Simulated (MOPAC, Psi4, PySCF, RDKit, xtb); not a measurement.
Two geometries of SMILES OB(O)CS, relaxed at B3LYP-D3(BJ)/def2-SVP with one dihedral held; other torsions can differ between them too.

Structure A

```
10

O      1.8529    -0.2939     0.5524
B      0.6862     0.1996     0.0539
O      0.5139     1.5557     0.0447
C     -0.3928    -0.8386    -0.4631
S     -0.9107    -1.9651     0.9057
H      2.4386     0.4063     0.8697
H     -0.3424     1.8367    -0.2961
H     -0.0055    -1.4368    -1.3044
H     -1.3216    -0.3574    -0.8067
H      0.3412    -2.2607     1.3225
```

Structure B

```
10

O      1.8535    -0.2858     0.5361
B      0.6865     0.2042     0.0337
O      0.4977     1.5582     0.0429
C     -0.3902    -0.8374    -0.4727
S     -1.4892    -1.2572     0.9569
H      2.4197     0.4176     0.8819
H     -0.3748     1.8309    -0.2624
H      0.0551    -1.7563    -0.8813
H     -1.0696    -0.4234    -1.2339
H     -0.4979    -1.6527     1.7887
```

Question: Which is lower in energy at the level DF-MP2 (frozen core)/cc-pVTZ // B3LYP-D3(BJ)/def2-SVP run with Psi4, and by how much?

Answer: B is lower, by 0.49 kcal/mol (dihedral O1–B2–C4–S5: 60° in A, 90° in B).

E(B) − E(A) in kcal/mol at the other levels, on the same two geometries: PBE0/def2-TZVP // B3LYP-D3(BJ)/def2-SVP (Psi4) -0.52; PBE0-D3(BJ)/def2-TZVP // B3LYP-D3(BJ)/def2-SVP (Psi4) -0.56; PBE/def2-TZVP // B3LYP-D3(BJ)/def2-SVP (Psi4) -0.61; PBE-D3(BJ)/def2-TZVP // B3LYP-D3(BJ)/def2-SVP (Psi4) -0.64; HF/cc-pVTZ // B3LYP-D3(BJ)/def2-SVP (Psi4) -0.49; UFF // B3LYP-D3(BJ)/def2-SVP (RDKit) 0.46; PM3, restricted, heats of formation // B3LYP-D3(BJ)/def2-SVP (MOPAC) -0.94; PM6, restricted, heats of formation // B3LYP-D3(BJ)/def2-SVP (MOPAC) -0.20; GFN1-xTB // B3LYP-D3(BJ)/def2-SVP (xtb) -0.11; restricted B3LYP/6-31G*, spherical d // B3LYP-D3(BJ)/def2-SVP (PySCF) -0.43; restricted BP86/6-31G*, spherical d // B3LYP-D3(BJ)/def2-SVP (PySCF) -0.51; restricted B3LYP/LANL2DZ, with its core potentials past Ne // B3LYP-D3(BJ)/def2-SVP (PySCF) -0.22; restricted Hartree-Fock/3-21G // B3LYP-D3(BJ)/def2-SVP (PySCF) 0.00.
